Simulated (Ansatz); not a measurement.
Species: BSiH₄F, charge 0, singlet. BSiH4F (SMILES FB[SiH3]).
B3LYP-D3(BJ)/def2-TZVP minimum from Ansatz (a first-principles code):
```xyz
7

B     -0.3064    -0.8247     0.3862
F      0.7895    -1.3444     0.9228
H     -1.3096    -1.4685     0.5138
Si    -0.2472     0.9612    -0.5876
H     -1.1878     1.9010     0.0755
H     -0.7195     0.7634    -1.9825
H      1.1041     1.5699    -0.6166
```
Charge 0, spin multiplicity 1.

Total energies in cc-pV(D+d)Z, 18 correlated electrons, 7 frozen orbitals. UHF or UKS for unpaired electrons; spin-orbit terms are left out. Cores are frozen in correlated methods. No relativity.

| method | program | energy (Eh) | minus CCSDT(Q) (mEh) |
|---|---|---|---|
| HF | Ansatz | -415.41732 | 423.26 |
| MP2 | Ansatz | -415.79001 | 50.57 |
| CCSD | Ansatz | -415.83010 | 10.47 |
| CCSD(T) | Ansatz | -415.83887 | 1.70 |
| CCSDT(Q) | Ansatz | -415.84058 | 0.00 |

Rough core times of Ansatz's runs on a shared machine: CCSD(T) under 20 s, CCSDT(Q) 2 min.
